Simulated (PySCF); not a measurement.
**ECD: `C[C@H]1C[C@@](F)(C#N)[Se]1`, C₅H₆FNSe**

Geometry (Å), atoms numbered from 1 in this order:
```xyz
14

C     1.3037   -1.0722   -0.5230
C     0.6343   -0.5016    0.7074
C     0.1124    0.9306    0.5378
C    -1.3681    0.6373    0.2782
F    -2.2207    1.4165    1.0027
C    -1.7368    0.6008   -1.1096
N    -1.9765    0.5297   -2.2259
Se   -1.2172   -1.2504    1.0047
H     2.2504   -0.5605   -0.6930
H     0.6751   -0.9422   -1.4028
H     1.5032   -2.1339   -0.3935
H     1.2512   -0.6460    1.5959
H     0.1911    1.5014    1.4638
H     0.5972    1.4899   -0.2647
```

The calculation used PySCF, TDDFT CAM-B3LYP/def2-SVPD circular dichroism and optical rotation, one conformer, gas phase. Geometry: GFN2-xTB.

The calculation is non-relativistic, which matters for the atoms heavier than Zn.

Question: What are the CIP labels of the stereocentres?

Answer: C2 S, C4 S.

Question: Which excitations and rotatory strengths does the calculation give?

Answer: Rotatory strengths R in 10⁻⁴⁰ esu² cm², velocity form and length form (origin at the centre of mass); f in length form.
| state | E (eV) | λ (nm) | f | R (velocity) | R (length) | main |
| --- | --- | --- | --- | --- | --- | --- |
| 1 | 3.56 | 348 | 0.001 | -9.7 | -8.7 | HOMO→LUMO 0.95 |
| 2 | 5.52 | 225 | 0.007 | +16.4 | +14.6 | HOMO→LUMO+1 0.87 |
| 3 | 5.79 | 214 | 0.051 | +1.6 | +0.7 | HOMO−1→LUMO 0.86 |
| 4 | 6.09 | 204 | 0.032 | +5.6 | +5.4 | HOMO→LUMO+2 0.78 |
| 5 | 6.61 | 187 | 0.034 | -15.6 | -15.7 | HOMO−2→LUMO 0.69, HOMO−1→LUMO+1 0.11 |
| 6 | 6.71 | 185 | 0.050 | +36.8 | +36.5 | HOMO→LUMO+3 0.82 |
| 7 | 7.04 | 176 | 0.014 | +11.8 | +12.2 | HOMO−3→LUMO 0.46, HOMO−1→LUMO+2 0.19 |
| 8 | 7.22 | 172 | 0.078 | -9.6 | -8.9 | HOMO→LUMO+4 0.41, HOMO−3→LUMO 0.15 |
| 9 | 7.38 | 168 | 0.016 | +37.5 | +37.0 | HOMO→LUMO+4 0.27, HOMO−1→LUMO+2 0.20 |
| 10 | 7.57 | 164 | 0.030 | -23.9 | -24.0 | HOMO→LUMO+5 0.34, HOMO−1→LUMO+1 0.17 |
| 11 | 7.62 | 163 | 0.059 | -30.9 | -30.9 | HOMO→LUMO+6 0.35, HOMO→LUMO+5 0.23 |
| 12 | 7.70 | 161 | 0.035 | -3.5 | -2.8 | HOMO−4→LUMO 0.23, HOMO−2→LUMO+1 0.17 |

Among the states computed, the strongest CD band (largest |R|) is state 9. The largest dissymmetry factor in size, g = 4R/(D+G), with D and G the electric and magnetic dipole strengths, is -0.052 for state 1 (velocity form, f = 0.001), among bands with |R| over 0.5. The mirror image has the same energies and oscillator strengths and all R with the opposite sign.
